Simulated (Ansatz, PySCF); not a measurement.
The pair A = CH4 (SMILES C) (first 5 atoms), B = CH3Cl (SMILES CCl); geometry from B3LYP-D3(BJ)/def2-TZVP.
(charge 0, multiplicity 1):
```xyz
10

C      0.086     0.023    -0.021
H      1.158    -0.173     0.001
H     -0.193     0.624     0.844
H     -0.163     0.561    -0.934
H     -0.457    -0.921     0.000
C      0.808    -0.849     3.457
Cl    -0.094     0.640     3.894
H      1.723    -0.557     2.952
H      1.030    -1.392     4.371
H      0.184    -1.444     2.798
```

Correlated levels freeze the cores. Rows in 6-31G* carry no dispersion term and start afresh at each structure (6-31G* with six Cartesian d functions). MP2/6-31G* freezes PySCF's default core.

Run with Ansatz (a program for electronic structure); PySCF for 6-31G* rows. 

Total energies (hartree), monomers frozen at their geometry in the pair:

| structure | B3LYP/6-31G* | MP2/6-31G* | CCSD(T)/aug-cc-pV(D+d)Z |
|---|---|---|---|
| AB | -540.6266867 | -539.6878132 | -539.8697698 |
| A in the pair's basis | -40.5185974 | -40.3328630 | -40.3958889 |
| B in the pair's basis | -500.1087048 | -499.3549148 | -499.4726629 |
| A | -40.5183396 | -40.3325481 | -40.3953647 |
| B | -500.1084464 | -499.3544336 | -499.4716335 |

**Question.** Work out the interaction energy without and with the counterpoise correction, and the superposition error, for each level.

**Answer.** 
E(AB) − E(A) − E(B), times 627.509 kcal/mol, with the monomers in their own basis and then in the pair's basis:
- B3LYP/6-31G*: 0.06 uncorrected, 0.39 corrected; the monomers gain 0.32 kcal/mol from borrowed functions
- MP2/6-31G*: -0.52 uncorrected, -0.02 corrected; the monomers gain 0.50 kcal/mol from borrowed functions
- CCSD(T)/aug-cc-pV(D+d)Z: -1.74 uncorrected, -0.76 corrected; the monomers gain 0.97 kcal/mol from borrowed functions
